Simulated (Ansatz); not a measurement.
A CCSD(T) single point on `[Br][SnH3]`.

```yaml
crystal:
  periodic: [false, false, false]
  atoms:
    - {symbol: Br, position_ang: [-2.103990, 0.203279, 0.802363]}
    - {symbol: Sn, position_ang: [0.203907, -0.034740, -0.082646]}
    - {symbol: H, position_ang: [0.154847, 0.490813, -1.698763]}
    - {symbol: H, position_ang: [0.601199, -1.682477, 0.049879]}
    - {symbol: H, position_ang: [1.193937, 0.949425, 0.887767]}
basis:
  gaussian: {orbitals: def2-SVP}
correlation: {method: ccsd_t}
```

```sh
$ ansatz run in.yaml --threads 2 --pin off --events-out ev --progress --plain
```

Log, shortened:

```
Functional definition: HF
801 factors; integrals over basis functions are off by at most 4.5e-4 eV
mean field evaluation 1: about -75843.2571 eV, gradient 1.3e1 eV
mean field evaluation 2: about -75843.2926 eV, gradient 1.3e1 eV
mean field evaluation 4: about -75844.0139 eV, gradient 1.4e0 eV
mean field evaluation 8: about -75844.0212 eV, gradient 2.0e-5 eV
mean field -75844.02119458 eV, -2787.2163699770 hartree, gradient 7.5e-6 eV, S^2 0.000000; 0 other end points of the search recorded, 0 dependent functions left out
13 core orbitals not correlated: weight in the atoms' cores, before any rotation towards them, 1.000 or more for the frozen orbitals, at most 0.000 for the correlated occupied ones
reference -75844.02119458 eV, -2787.2163699770 hartree; 17, 17 occupied and 43, 43 virtual orbitals, 801 factors
second order -9.48312727 eV of doubles, -0.00000000 eV of singles
cycle   1  -9.82494330 eV  change   -3.4e-1 eV  update   6.6e-2
cycle   2  -10.12106168 eV  change   -3.0e-1 eV  update   2.2e-2
cycle   3  -10.13498105 eV  change   -1.4e-2 eV  update   7.3e-3
cycle   4  -10.13141533 eV  change    3.6e-3 eV  update   1.9e-3
cycle   5  -10.13203742 eV  change   -6.2e-4 eV  update   5.5e-4
cycle   6  -10.13175625 eV  change    2.8e-4 eV  update   1.5e-4
cycle   7  -10.13171841 eV  change    3.8e-5 eV  update   4.0e-5
perturbative correction -0.21831007 eV, -0.0080227472 hartree
Total energy: -75854.37122307 eV, -2787.5967265083 hartree
```

Hardware: 2 threads of a server CPU on a shared host. Wall time 1.5 s, peak host memory 0.18 GiB.

MP2 recovers 91.6 % of the CCSD(T) correlation energy and the triples give 2.1 %; T1 = 0.0069.
